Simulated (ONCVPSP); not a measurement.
**Building the ONCV potential for chromium (Cr) (LDA (Perdew-Wang 92), scalar-relativistic).**

ONCVPSP 4.0.1 input, shortened (lines: element, Z, core and valence counts, functional; n l f; lmax; l rc ep ncon nbas qcut; lloc lpopt rc5 dvloc0; l nproj debl; icmod fcfact rcfact), LDA (Perdew-Wang 92), scalar-relativistic:

```
  Cr 24.00    3    4  -001012      upf
    1    0    2.00
    2    0    2.00
    2    1    6.00
    3    0    2.00
    3    1    6.00
    3    2    5.00
    4    1    1.00
    2
    0    0.85    0.00    4    8    8.10
    1    2.00    0.00    4    8    7.50
    2    1.90    0.00    4    9    7.20
    4    5    0.75    3.00
    0    2    4.00
    1    2    3.50
    2    1    0.90
    3    3.75    1.60
```

All-electron outer shells of the reference configuration (LDA (PZ), scalar-relativistic, ld1.x):

| shell | level (eV) | outermost node (bohr) | outermost maximum (bohr) |
| --- | --- | --- | --- |
| 2p | -561.60 | – | 0.20 |
| 3s | -74.96 | 0.36 | 0.78 |
| 3p | -46.76 | 0.33 | 0.80 |
| 3d | -4.49 | – | 0.84 |
| 4p | -1.85 | 1.24 | 3.70 |

Estimate the cutoffs (Ha) at which the residual kinetic energy of the hardest occupied pseudo-wave falls to 1 and 0.1 mHa per electron.

163 Ha and 236 Ha.

What does a ghost test show?

No bound ghost flagged; GHOST(+) flagged for s at 458.8 eV.

Which valence shell sets the plane-wave cutoff?

3s: 163 Ha for 1 mHa per electron, against 23 Ha for 3d.

Tests: 3s2 3p6 3d5 4s1 4p0; 3s2 3p6 3d5 4p0; 3s2 3p6 3d4 4p0; 3s2 3p6 3d4 4s1 4p0. Which has the largest error in its energy relative to the reference configuration, and how large is it?

3s2 3p6 3d4 4s1 4p0, with +33 meV (all-electron minus pseudo) on +5.05 eV.
